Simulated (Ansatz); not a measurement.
A nudged elastic band was laid between two geometries of AlH$_{11}$Si$_{4}$ (16 atoms, charge 0, multiplicity 1).

These are results of RKS r2SCAN-D4/STO-3G (Ansatz 0.2.0), not measurements.

| Item | Value |
| --- | --- |
| movable images | 5 |
| climbing image | yes |
| spring | 5.0 eV/Å² |
| optimiser | quadratic models (default) |
| start path | through a guess of the saddle point |
| force threshold | 0.05 eV/Å |
| iteration limit | 41 |
| end points | relaxed |

Image 0:

```xyz
16
Properties=species:S:1:pos:R:3
Si -1.148 -2.687 -0.394
Al 0.840 -1.656 0.128
Si 1.021 0.626 0.275
Si 0.549 1.670 -1.667
Si -0.293 1.509 1.879
H -1.596 -3.586 0.651
H -1.053 -3.500 -1.589
H -2.250 -1.777 -0.626
H 2.055 -2.509 0.381
H 2.375 1.025 0.614
H 1.431 1.237 -2.729
H -0.801 1.385 -2.104
H 0.672 3.108 -1.566
H -1.690 1.225 1.632
H 0.020 0.960 3.182
H -0.158 2.946 1.976
```

Image 6:

```xyz
16
Properties=species:S:1:pos:R:3
Si -1.232 -2.630 -0.487
Al 0.777 -1.688 0.111
Si 1.037 0.582 0.316
Si 0.655 1.686 -1.611
Si -0.290 1.473 1.906
H -1.742 -3.537 0.523
H -1.138 -3.417 -1.700
H -2.293 -1.673 -0.724
H 1.954 -2.592 0.376
H 2.394 0.923 0.702
H 1.535 1.230 -2.666
H -0.698 1.478 -2.079
H 0.848 3.114 -1.479
H -0.049 0.867 3.198
H -0.093 2.898 2.057
H -1.690 1.264 1.602
```

(1) Which bonds break or form, and what moves?

(2) Give the energies along the band, and the barrier.

(3) What is the geometry of the highest image?

## Answers

(1) No bond is made or broken. The dihedral Al2–Si3–Si5–H15 goes from 59 to 178°. The two ends are copies of one structure, up to a mirror image or an exchange of like atoms.

(2) The run converged. The highest image is number 3 of 0 to 6, 2.7 kJ/mol above the ends, which have the same energy within 2 meV. A vibrational analysis at the climbing image gives one clearly imaginary mode, 79i cm⁻¹: a first-order saddle point. Limits of this set-up: minimal basis.

```tsv
image	path coordinate (Å)	energy (kJ/mol)	dihedral Al2–Si3–Si5–H15 (°)
0	0.00	0.0	59
1	0.79	0.8	78
2	1.59	2.3	98
3	2.38	2.7	118
4	3.18	2.3	138
5	3.98	0.7	159
6	4.77	0.0	178
```

(3) 
```xyz
16
Properties=species:S:1:pos:R:3:forces:R:3
Si -1.229 -2.601 -0.481 0.00 0.00 0.00
Al 0.796 -1.687 0.110 0.00 0.01 0.00
Si 1.052 0.584 0.313 -0.01 0.00 0.00
Si 0.647 1.671 -1.620 0.00 0.00 0.00
Si -0.289 1.454 1.910 0.00 0.00 0.00
H -1.746 -3.511 0.522 0.00 0.00 0.00
H -1.156 -3.375 -1.705 0.00 0.00 0.00
H -2.275 -1.624 -0.699 0.00 0.00 0.00
H 1.966 -2.599 0.373 0.00 0.00 0.00
H 2.408 0.940 0.688 0.00 0.00 0.00
H 1.552 1.248 -2.668 0.00 0.00 0.00
H -0.694 1.409 -2.097 0.00 0.00 0.00
H 0.784 3.105 -1.489 0.00 0.00 0.00
H -1.117 0.435 2.521 0.00 0.00 0.00
H 0.468 2.070 2.979 0.00 0.00 0.00
H -1.190 2.459 1.387 0.00 0.00 0.00
```

The run took 3.9 min on 1 thread of Arm Neoverse V2, with other jobs on the host, peak memory 0.15 GiB.
